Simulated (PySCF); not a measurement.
C3H10BeSi, singlet, geometry from GFN2-xTB (such geometries of metal compounds can be far from the true shape); PySCF with CAMB3LYP/6-31G*, polarisability.

Here is a job for PySCF.
```python
from pyscf import gto, scf, dft
from pyscf.prop import polarizability

mol = gto.Mole()
mol.atom = '''
    Be   -0.06960444    0.15480777    0.45744303
    C    -0.99678458   -0.83942930   -0.63679167
    C    -0.23296978   -2.12419108   -1.01344210
    C    -1.27460506   -0.05191600   -1.93321915
    H    -1.98357063   -1.18492196   -0.29695682
    H    -0.78434206   -2.69423634   -1.76442496
    H     0.74782253   -1.89546645   -1.42881938
    H    -0.08917869   -2.76508240   -0.14517243
    H    -1.89377783    0.82240057   -1.73863531
    H    -1.79720801   -0.67815248   -2.65956423
    H    -0.34955517    0.28770142   -2.39793016
    Si    1.19374388    1.43534242    1.70343587
    H     1.26859834    1.11316185    3.13879427
    H     0.84800209    2.86674877    1.75577645
    H     2.62536953    1.50704019    1.35977601
'''
mol.basis = '6-31g*'
mol.verbose = 4
mol.build()

mf = dft.RKS(mol)
mf.xc = 'camb3lyp'
mf.kernel()
alpha = mf.Polarizability().polarizability()[2, 2]
print('alpha_zz =', alpha)
```

Task: Predict the main parts of the log of this PySCF run.

Result: 
```
site-packages/pyscf/prop/efg/rhf.py:45: UserWarning: Module EFG is under testing
  warnings.warn('Module EFG is under testing')
site-packages/pyscf/prop/efg/dhf.py:30: UserWarning: Module EFG is under testing
  warnings.warn('Module EFG is under testing')
site-packages/pyscf/prop/zfs/uhf.py:40: UserWarning: Module ZFS is under testing
  warnings.warn('Module ZFS is under testing')
site-packages/pyscf/prop/gtensor/uhf.py:43: UserWarning: Module g-tensor is under testing
  warnings.warn('Module g-tensor is under testing')
site-packages/pyscf/prop/gtensor/uks.py:41: UserWarning: Module g-tensor is under testing
  warnings.warn('Module g-tensor is under testing')
site-packages/pyscf/prop/hfc/uks.py:35: UserWarning: Module HFC is under testing
  warnings.warn('Module HFC is under testing')
site-packages/pyscf/prop/magnetizability/rhf.py:39: UserWarning: Module magnetizability is under testing
  warnings.warn('Module magnetizability is under testing')
site-packages/pyscf/prop/magnetizability/uhf.py:37: UserWarning: Module magnetizability is under testing
  warnings.warn('Module magnetizability is under testing')
site-packages/pyscf/prop/magnetizability/rks.py:37: UserWarning: Module magnetizability is under testing
  warnings.warn('Module magnetizability is under testing')
site-packages/pyscf/prop/magnetizability/uks.py:39: UserWarning: Module magnetizability is under testing
  warnings.warn('Module magnetizability is under testing')
site-packages/pyscf/prop/polarizability/uhf.py:34: UserWarning: Module polarizability is under testing
  warnings.warn('Module polarizability is under testing')
site-packages/pyscf/prop/polarizability/rks.py:29: UserWarning: Module polarizability is under testing
  warnings.warn('Module polarizability is under testing')
site-packages/pyscf/prop/polarizability/uks.py:29: UserWarning: Module polarizability is under testing
  warnings.warn('Module polarizability is under testing')
PySCF version 2.14.0

[INPUT] verbose = 4
[INPUT] num. atoms = 15
[INPUT] num. electrons = 46
[INPUT] charge = 0
[INPUT] spin (= nelec alpha-beta = 2S) = 0
[INPUT] symmetry False subgroup None
[INPUT] Mole.unit = angstrom
[INPUT] Symbol           X                Y                Z      unit          X                Y                Z       unit  Magmom
[INPUT]  1 Be    -0.069604440000   0.154807770000   0.457443030000 AA   -0.131533328654   0.292544287255   0.864442044291 Bohr   0.0
[INPUT]  2 C     -0.996784580000  -0.839429300000  -0.636791670000 AA   -1.883649861390  -1.586291477935  -1.203361854704 Bohr   0.0
[INPUT]  3 C     -0.232969780000  -2.124191080000  -1.013442100000 AA   -0.440249079500  -4.014139377444  -1.915128012104 Bohr   0.0
[INPUT]  4 C     -1.274605060000  -0.051916000000  -1.933219150000 AA   -2.408654480385  -0.098107021483  -3.653254732264 Bohr   0.0
[INPUT]  5 H     -1.983570630000  -1.184921960000  -0.296956820000 AA   -3.748405239431  -2.239177983383  -0.561167060622 Bohr   0.0
[INPUT]  6 H     -0.784342060000  -2.694236340000  -1.764424960000 AA   -1.482191681377  -5.091368797451  -3.334279941747 Bohr   0.0
[INPUT]  7 H      0.747822530000  -1.895466450000  -1.428819380000 AA    1.413179771479  -3.581912468802  -2.700077309671 Bohr   0.0
[INPUT]  8 H     -0.089178690000  -2.765082400000  -0.145172430000 AA   -0.168523300247  -5.225248447855  -0.274336133538 Bohr   0.0
[INPUT]  9 H     -1.893777830000   0.822400570000  -1.738635310000 AA   -3.578721439473   1.554111841986  -3.285544566398 Bohr   0.0
[INPUT] 10 H     -1.797208010000  -0.678152480000  -2.659564230000 AA   -3.396230927775  -1.281522457895  -5.025848005390 Bohr   0.0
[INPUT] 11 H     -0.349555170000   0.287701420000  -2.397930160000 AA   -0.660563536726   0.543676889448  -4.531431268234 Bohr   0.0
[INPUT] 12 Si     1.193743880000   1.435342420000   1.703435870000 AA    2.255848996076   2.712404068770   3.219027265060 Bohr   0.0
[INPUT] 13 H      1.268598340000   1.113161850000   3.138794270000 AA    2.397303424678   2.103571028814   5.931461531654 Bohr   0.0
[INPUT] 14 H      0.848002090000   2.866748770000   1.755776450000 AA    1.602491703159   5.417370043234   3.317936626461 Bohr   0.0
[INPUT] 15 H      2.625369530000   1.507040190000   1.359776010000 AA    4.961229387478   2.847893217812   2.569604249654 Bohr   0.0

nuclear repulsion = 176.718138865866
number of shells = 52
number of NR pGTOs = 199
number of NR cGTOs = 94
basis = 6-31g*
ecp = {}

******** <class 'pyscf.dft.rks.RKS'> ********
method = RKS
initial guess = minao
damping factor = 0
level_shift factor = 0
DIIS = <class 'pyscf.scf.diis.CDIIS'>
diis_start_cycle = 1
diis_space = 8
diis_damp = 0
SCF conv_tol = 1e-09
SCF conv_tol_grad = None
SCF max_cycles = 50
direct_scf = True
direct_scf_tol = 1e-13
XC library pyscf.dft.libxc version 7.1.2
    S. Lehtola, C. Steigemann, M. J. T. Oliveira, and M. A. L. Marques,  SoftwareX 7, 1–5 (2018)
XC functionals = camb3lyp
    T. Yanai, D. P. Tew, and N. C. Handy,  Chem. Phys. Lett. 393, 51 (2004)
radial grids:
    Treutler-Ahlrichs [JCP 102, 346 (1995); DOI:10.1063/1.469408] (M4) radial grids

becke partition: Becke, JCP 88, 2547 (1988); DOI:10.1063/1.454033
pruning grids: <function nwchem_prune>
grids dens level: 3
symmetrized grids: False
atomic radii adjust function: <function treutler_atomic_radii_adjust>
small_rho_cutoff = 0
Set gradient conv threshold to 3.16228e-05
Initial guess from minao.
tot grids = 173336
init E= -424.557939626856
  HOMO = -0.28645050608535  LUMO = -0.0344581023926258  gap/eV = 6.85706
cycle= 1 E= -424.393988056298  delta_E= 0.164  |g|= 0.342  |ddm|= 3.11
  HOMO = -0.271425908195348  LUMO = 0.000952602900786017  gap/eV = 7.41180
cycle= 2 E= -424.407265163675  delta_E= -0.0133  |g|= 0.298  |ddm|= 0.696
  HOMO = -0.318443645724851  LUMO = 0.00120509640927306  gap/eV = 8.69809
cycle= 3 E= -424.43128145988  delta_E= -0.024  |g|= 0.0284  |ddm|= 0.298
  HOMO = -0.31519314273709  LUMO = 0.00430733353471768  gap/eV = 8.69405
cycle= 4 E= -424.431561338977  delta_E= -0.00028  |g|= 0.00934  |ddm|= 0.0565
  HOMO = -0.316731200162728  LUMO = 0.00328269046057545  gap/eV = 8.70802
cycle= 5 E= -424.431585968988  delta_E= -2.46e-05  |g|= 0.00284  |ddm|= 0.0152
  HOMO = -0.316632130258624  LUMO = 0.00320776089083552  gap/eV = 8.70329
cycle= 6 E= -424.431588094075  delta_E= -2.13e-06  |g|= 0.000367  |ddm|= 0.00351
  HOMO = -0.316598026658577  LUMO = 0.00325540110349587  gap/eV = 8.70366
cycle= 7 E= -424.431588163893  delta_E= -6.98e-08  |g|= 7.87e-05  |ddm|= 0.00116
  HOMO = -0.316610098730658  LUMO = 0.00324298425642359  gap/eV = 8.70365
cycle= 8 E= -424.431588166751  delta_E= -2.86e-09  |g|= 1.46e-05  |ddm|= 0.000191
  HOMO = -0.316609625796432  LUMO = 0.00324478159603718  gap/eV = 8.70368
cycle= 9 E= -424.431588166935  delta_E= -1.84e-10  |g|= 3.99e-06  |ddm|= 4.42e-05
  HOMO = -0.316609607246022  LUMO = 0.00324435788637718  gap/eV = 8.70367
Extra cycle  E= -424.431588166952  delta_E= -1.72e-11  |g|= 1.78e-06  |ddm|= 1.11e-05
converged SCF energy = -424.431588166952
Isotropic polarizability 70.6889447221
Polarizability anisotropy 5.73557770371
alpha_zz = 73.17290604200515
```
